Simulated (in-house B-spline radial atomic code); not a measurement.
**CAM-B3LYP excitations of Te⁴⁺**

Method: CAM-B3LYP. Computed with an all-electron radial atomic-structure program (B-spline basis): linear response of the closed shell [Kr] 4d10 5s2 with the functional's adiabatic kernel; non-relativistic, point nucleus, no spin-orbit coupling, no double excitations, S, P, D and F terms only; shells from n = 3 respond. Only terms of natural parity with L up to 3 were computed.

Without relativity these are model numbers for so heavy an element.

Command:
```bash
python run_td.py task.json out
```
Settings (radii: box in bohr, nucleus in fm):
```
Z                        52
electrons                48
configuration            [Kr] 4d10 5s2
hamiltonian              nr
method                   camb3lyp
box_radius               19.1
intervals                56
```

Run time, properties included: 1.9 s on 1 thread of Intel(R) Xeon(R) 6975P-C (Granite Rapids), with other jobs on the host.

The lowest states, in the order of their Tamm-Dancoff energies; the method's threshold (minus the highest occupied level) is 54.09 eV. Labels give the largest channel, * marks a mixed state, and oscillator strengths are full-response dipole values. Semilocal kernels can invert the small singlet-triplet splittings of Rydberg terms. Energies in eV:

```
     state  full response  Tamm-Dancoff  oscillator strength
5s → 5p 3P          8.501         8.643                    -
5s → 5p 1P         12.287        12.860                  1.5
5s → 5d 3D         24.106        24.121                    -
5s → 5d 1D              ?             ?                    -
5s → 6s 3S         28.106        28.109                    -
5s → 6s 1S         28.824        28.859                    -
5s → 4f 3F         29.145        29.174                    -
5s → 4f 1F          30.07         30.07                    -
5s → 6p 3P              ?             ?                    -
5s → 6p 1P          32.06         32.10               0.0819
5s → 6d 3D          37.50         37.50                    -
5s → 6d 1D          37.72         37.73                    -
5s → 5f 3F          38.71         38.71                    -
5s → 5f 1F          38.79         38.79                    -
5s → 7s 3S          38.86         38.86                    -
5s → 7s 1S          39.10         39.11                    -
5s → 7p 3P          40.57         40.57                    -
5s → 7p 1P          40.68         40.68               0.0492
```

(1) Where does 5s → 6p 3P lie?

(2) Where does 5s → 5d 1D lie?

(3) How large is the singlet-triplet splitting of 5s → 5p (P terms) in Tamm-Dancoff?

(4) What polarisabilities and dispersion coefficient does the method give?

Answers

(1) At 31.81 eV in full response, 31.82 eV in Tamm-Dancoff.

(2) At 25.292 eV in full response, 25.321 eV in Tamm-Dancoff.

(3) 4.22 eV, from the unrounded values.

(4) Dipole 8.95 bohr³, quadrupole 21.07 bohr⁵, C6 36.94 hartree·bohr⁶ for two such species.
